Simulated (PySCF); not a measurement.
Species: C8H10Si.
Atom-mapped SMILES: `[CH:1]#[C:2][C@H:3]([CH3:4])[C:5]1=[CH:6][SiH2:7][CH:8]=[CH:9]1`

Geometry (GFN2-xTB, Å), atoms numbered from 1 in this order:
```
atom  x, y, z in Å
C1    -2.5967    1.1043    1.7650
C2    -1.9995    0.7180    0.8027
C3    -1.2890    0.2223   -0.3625
C4    -1.7738   -1.1966   -0.7026
C5     0.2047    0.2099   -0.1526
C6     0.8382    0.2678    1.0280
Si7    2.6980    0.1624    0.7636
C8     2.3859    0.0412   -1.0940
C9     1.0707    0.0870   -1.3263
H10   -3.1170    1.4531    2.6065
H11   -1.5180    0.8837   -1.2100
H12   -1.2661   -1.5655   -1.5914
H13   -1.5591   -1.8697    0.1250
H14   -2.8471   -1.1968   -0.8831
H15    0.2992    0.3626    1.9557
H16    3.4228    1.3746    1.1461
H17    3.3047   -1.0461    1.3247
H18    3.1070   -0.0459   -1.8899
H19    0.6254    0.0430   -2.3123
```

Probes without a nucleus sit at each ring's centroid and 1 Å off its mean plane on both sides; NICS is minus the shielding there, NICSzz its component along the normal. Level: GIAO PBE0/pcSseg-1 (PySCF, non-relativistic, gas phase) on the GFN2-xTB geometry, one conformer.

Ring bond lengths (Å), with Mayer bond orders in brackets: C5–C6 1.341 (1.86), C6–Si7 1.881 (0.90), Si7–C8 1.888 (0.89), C8–C9 1.336 (1.85), C9–C5 1.464 (1.05).

What do the NICS probes read (ppm)?

```tsv
ring	type	NICS(0)	NICS(1), two faces	NICS(1)zz, two faces	rms pucker (Å)	centre to ring atoms, mean (Å)
C5–C6–Si7–C8–C9	5-membered ring with Si; formal bonds 2 double, 3 single	1.1	-1.9 / -1.8	0.9 / 1.6	0.00	1.34
```

What can be read from them?

- C5–C6–Si7–C8–C9: mean NICS(1)zz 1.3 ppm, near zero. Si7 has four or more neighbours, so the value isn't read as a sign of a π ring current.

At the first NICS(1) probe listed for ring C5–C6–Si7–C8–C9, 1 Å off the ring, how large is the induced field along the normal in 7.05 T applied along it?

NICSzz × B0 = 0.9 ppm × 7.05 T = 6 μT, along the applied field.

How shielded are the nuclei of the rings and their hydrogens (means over atoms taken as equivalent)?

| atoms | environment | σ isotropic (ppm) | principal values of the symmetric part, first atom (ppm) |
| --- | --- | --- | --- |
| C5 | fully substituted alkene carbon | 16.0 | -105.8, 24.9, 129.0 |
| C6 | alkene CH carbon | 60.1 | -37.0, 46.5, 170.9 |
| Si7 | SiH2 silicon | 392.1 | 325.1, 400.5, 450.7 |
| C8 | alkene CH carbon | 49.5 | -58.3, 38.2, 168.5 |
| C9 | alkene CH carbon | 29.7 | -87.7, 44.3, 132.6 |
| H15 | vinylic hydrogen | 25.28 | 22.5, 23.8, 29.6 |
| H16 | Si–H hydrogen | 27.03 | 23.9, 24.7, 32.6 |
| H17 | Si–H hydrogen | 27.05 | 24.0, 24.7, 32.5 |
| H18 | vinylic hydrogen | 25.36 | 24.5, 24.9, 26.6 |
| H19 | vinylic hydrogen | 24.58 | 21.9, 23.2, 28.6 |
